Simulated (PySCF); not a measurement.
Cl₅Sb (SMILES [Cl][Sb]([Cl])([Cl])([Cl])[Cl]), singlet, at a GFN2-xTB geometry (all electrons, no relativity). Base run: B3LYP/STO-3G run with PySCF.

Geometry (Å):
```xyz
6

Sb     0.0000     0.0000     0.0000
Cl     1.9695    -0.3640    -1.2327
Cl     1.0084    -1.0194     1.9122
Cl    -1.0084     1.0194    -1.9122
Cl    -1.6922    -1.6330     0.0219
Cl    -0.2773     1.9970     1.2108
```
All else is at PySCF's defaults.

The base run was repeated with changes; each row names its change, and settings that it needs were set with it.

```tsv
change	basis functions	E (Eh)	HOMO (eV)	HOMO-LUMO gap (eV)
base	72	-8529.50784	-7.43	5.59
basis = x2c-SVPall; relativity = spin-free X2C; nucleus = Gaussian (with mol.nucmod = 'G')	126	-8787.56394	-8.69	3.69
basis = ANO-RCC-VDZP; relativity = none	133	-8422.72912	-9.12	5.55
basis = ANO-RCC-VDZP; relativity = spin-free X2C	133	-8789.17822	-9.07	3.60
basis = jorge-DZP-DKH; relativity = none	168	-8550.18284	-9.15	3.90
basis = x2c-SVPall; relativity = none	126	-8464.35793	-8.77	6.29
basis = jorge-DZP-DKH; relativity = spin-free X2C	168	-8781.62172	-9.12	3.05
basis = x2c-SVPall; relativity = spin-free X2C	126	-8787.70640	-8.69	3.69
basis = jorge-DZP-DKH; relativity = spin-free X2C; nucleus = Gaussian (with mol.nucmod = 'G')	168	-8781.45952	-9.12	3.05
basis = ANO-RCC-VDZP; relativity = spin-free X2C; nucleus = Gaussian (with mol.nucmod = 'G')	133	-8788.98842	-9.07	3.60
```

Absolute energies of different levels of theory aren't comparable as measures of quality.

Basis sets contracted for a relativistic Hamiltonian are a mismatch without it, so the rows without relativity aren't non-relativistic limits. No row has spin-orbit coupling; sets with core potentials leave out the core electrons.
